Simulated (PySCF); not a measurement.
Calculation: PySCF 2.14.0 with M06-2X/def2-TZVP // B3LYP-D3(BJ)/def2-TZVP. Isolated molecules, 0 K electronic values unless said otherwise. One relaxed conformer stands for a flexible species; it need not be the lowest. Delta-SCF ions had no search for a lower state. Excitations are Tamm–Dancoff values on a coarser integration grid. The basis has no diffuse functions, so Rydberg states are missing or too high.

Reference species (SMILES): `B(O)O` (H–O–B–O torsion 180°, O–B–O–H torsion 180°) (neutral, multiplicity 1).

```
Quantity                                   Value
--------------------------------------  --------
T1 excitation (TDA)                      7.76 eV
vertical ionisation energy (Delta-SCF)  12.21 eV
```

Changed species: `OB(O)O` (0 of 3 OH replaced by H; the reference has 1 of 3 OH replaced by H).

Task: Give the shifts of the T1 excitation (TDA) and vertical ionisation energy (Delta-SCF).

Result: the T1 excitation (TDA) goes up by 0.63 eV, to 8.39 eV; the vertical ionisation energy (Delta-SCF) rises by 0.23 eV, to 12.44 eV.
